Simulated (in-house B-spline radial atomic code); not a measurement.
**Solving the quasi-particle equation for 1s of F VIII (F7+)**

Configuration 1s2, start PBE0, empty levels kept to 1280 hartree. Computed with a B-spline radial code for spherical atoms: all electrons, non-relativistic, point nucleus, each spin shell either full or empty, empty states to l = 9 with an (l + 1/2)⁻⁴ tail; G0W0 by contour deformation at full frequency.

Relativity, left out, deepens the 1s level by about Z⁴α²/8 hartree.

At the mean-field level ε = -913.32 eV the matrix elements are Σx = -146.762 eV, v_xc = -106.433 eV and Σc(ε) = 0.494 eV, and the slope of the correlation self-energy is dΣc/dω = -0.0034. The quasi-particle energy solves E = ε + Σx − v_xc + Σc(E).

(1) What does the linearised equation give?

(2) How does that compare with the full solution and with static screening?

## Answers

(1) Z = 1/(1 − dΣc/dω) = 1/1.0034 = 0.9966. The first-order shift is Σx − v_xc + Σc(ε) = -146.762 − (-106.433) + (0.494) = -39.835 eV, so E ≈ ε + Z × shift = -913.32 + 0.9966 × (-39.835) = -953.020 eV.

(2) Solving the equation at full frequency dependence gives E = -953.015 eV, where Σc = 0.634 eV and the weight is 0.996; the linearised value is off by 4 meV. Leaving Z out would give -953.155 eV. Static COHSEX puts -2.458 eV in place of Σc and gives -956.107 eV, 3.09 eV deeper.
